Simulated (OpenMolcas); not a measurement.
**Re4+: moving or changing the point charges**

Re4+ among 6 point charges of -1.7 e arranged as a trigonal antiprism (D3d), 1.82 Å from the ion, with a polar angle of 61.9° against the regular 54.74°.
```
   0.0000    1.6047    0.8586  -1.70
  -1.3897   -0.8024    0.8586  -1.70
   1.3897   -0.8024    0.8586  -1.70
   0.0000   -1.6047   -0.8586  -1.70
   1.3897    0.8024   -0.8586  -1.70
  -1.3897    0.8024   -0.8586  -1.70
```

```json
{
  "Program": "OpenMolcas",
  "Method": "CASSCF",
  "Basis": "ANO-RCC-VTZP [8s7p5d3f2g1h]",
  "Scalar Hamiltonian": "DKH2, point nucleus",
  "Active space": "3 electrons in 5 orbitals (5d)",
  "State averaging": "2S+1 = 4 even, 10 roots; 2S+1 = 2 even, 40 roots",
  "Spin-orbit coupling": "state interaction with AMFI integrals over the reference wave functions"
}
```

Runs around this geometry, states (labels of D3, the rotations of D3d). Energies in cm-1 above the lowest state or level, χT in cm3 K/mol.

| R (Å) | q (e) | Polar angle / regular | Ground state | First state of that spin | First gap with spin-orbit (degeneracies) | χT at 300 K | First state of another spin |
| --- | --- | --- | --- | --- | --- | --- | --- |
| 1.82 | -1.7 | 1.04 | 4A2 | 4A1 15878 | 433.8 (2, 2) | 0.728 | 2A2 15208 |
| 1.82 | -0.85 | 1.13 | 4A2 | 4A1 7396 | 1237 (2, 2) | 0.216 | 2A2 15192 |
| 1.82 | -1.7 | 1.13 | 4A2 | 4A1 15513 | 1068 (2, 2) | 0.579 | 2E 13026 |
| 2 | -1.7 | 1.13 | 4A2 | 4A1 9644 | 1318 (2, 2) | 0.323 | 2E 14582 |

Taking the first state of the same spin as R^-n, n = -ln(9644 / 15513) / ln(2 / 1.82) = 5.0 between the shortest and longest distance.

Scaling the charges by -0.85 / -1.7 = 0.50 scales the first state of the same spin by 7396 / 15513 = 0.48; with fixed orbitals a first-order splitting would follow the charge.

Without dynamic correlation the repulsion within the d shell is too large (B by tens of per cent), so at a given field states of lower spin stand too high. Spin-orbit coupling mixes the spin-free states strongly: the lowest level takes only 65 % from its leading state, 4A2 (holds for R = 1.82, q = -0.85, ratio = 1.13). This is an electrostatic model: the charges have no orbitals. No measured value stands beside these numbers.
